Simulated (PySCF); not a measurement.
PySCF 2.14 output of an unrestricted BP86 calculation on a single atom or ion in aug-cc-pwCVTZ-PP with ECP28MDF, with scalar relativity through the core potential:

```
SCF conv_tol = 1e-09
number electrons alpha = 10  beta = 5
    A. D. Becke.,  Phys. Rev. A 38, 3098 (1988)
    J. P. Perdew.,  Phys. Rev. B 33, 8822 (1986)
cycle= 1 E= -80.5148960251512  delta_E= -0.01  |g|= 0.0773  |ddm|= 0.294
cycle= 2 E= -80.5110965024064  delta_E= 0.0038  |g|= 0.129  |ddm|= 0.175
cycle= 3 E= -80.5177951680371  delta_E= -0.0067  |g|= 0.00636  |ddm|= 0.0931
cycle= 4 E= -80.5178164080485  delta_E= -2.12e-05  |g|= 0.000273  |ddm|= 0.00682
cycle= 5 E= -80.5178164461683  delta_E= -3.81e-08  |g|= 0.000107  |ddm|= 0.000843
cycle= 6 E= -80.5178164525873  delta_E= -6.42e-09  |g|= 1.91e-05  |ddm|= 0.000128
cycle= 7 E= -80.5178164527571  delta_E= -1.7e-10  |g|= 4.17e-07  |ddm|= 1.66e-05
converged SCF energy = -80.5178164527571  <S^2> = 8.7522256  2S+1 = 6.0007418
```

The run itself started from symmetry-adapted Hartree-Fock orbitals and held the occupation by maximum overlap, on a logarithmic radial grid, so the iterations belong to that start.

Which element, charge and spin multiplicity is this?

Tc (technetium, neutral), multiplicity 6; the state was [Kr] 4d6 5s1, high-spin 6D determinant (an excited configuration).

Energies and moments cover only the electrons outside the core potential.
